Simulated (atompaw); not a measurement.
## Which change was made? (Lu, PAW (atompaw))

Lu, PAW, made with atompaw 4.2.0.5 (PBE, scalar-relativistic). Core [Kr] 4d10, reference 4f14 5s2 5p6 5d2 6s1 6p0. Waves: 5s (bound): rc 1.70 bohr; 6s (bound): rc 2.80 bohr; 5p (bound): rc 2.35 bohr; 6p (bound, empty): rc 2.80 bohr; 5d (bound): rc 2.80 bohr; 5d channel at 3.15 Ry: rc 2.80 bohr; 4f (bound): rc 1.00 bohr; 4f channel at 2.45 Ry: rc 1.00 bohr. Local part: vpsmatchnc scheme with l = 4 at 0 Ry, radius 1.85 bohr. Core correction: smooth core density matched at 2.55 bohr. Augmentation charge: besselshape compensation charge, radius 2.20 bohr; PAW radius 2.80 bohr; waves and projectors: custom rrkj gramschmidtortho.

Cutoffs, loose and tight: the cutoffs (Ry, on a coarse ladder) from which the occupation-weighted sum of valence levels, in a spherical-Bessel basis at the reference potential, stays within 10 and 1 mRy of its value at 400 Ry. They see the waves, projectors and local potential, not the compensation charge or the core.

The base gives: outcome: generated; cutoff, loose: 230 Ry; cutoff, tight: over 300 Ry; bound ghosts: none.

(1) After one change the result is: outcome: generated; cutoff, loose: 120 Ry; cutoff, tight: 180 Ry; bound ghosts: none. Which change was it?
A. all radii scaled by about 1.30 (s 2.22, p 3.06, d 3.66, f 1.30 bohr); local potential vpsmatchnc scheme with l = 4 at 0 Ry, radius 2.42 bohr; augmentation besselshape compensation charge, radius 2.88 bohr; PAW radius 3.66 bohr; waves and projectors: custom rrkj gramschmidtortho; core correction smooth core density matched at 3.34 bohr
B. wave 6p (bound): rc 2.80 bohr becomes 6p (bound): rc 2.60 bohr
C. local potential vpsmatchnc scheme with l = 4 at 0 Ry, radius 1.54 bohr

Results:

(1) A. The others give: wave 6p (bound): rc 2.80 bohr becomes 6p (bound): rc 2.60 bohr → outcome: failed: atompaw: The overlap operator has at least one negative eigenvalue! | local potential vpsmatchnc scheme with l = 4 at 0 Ry, radius 1.54 bohr → outcome: generated; cutoff, loose: 230 Ry; cutoff, tight: over 300 Ry; bound ghosts: s.
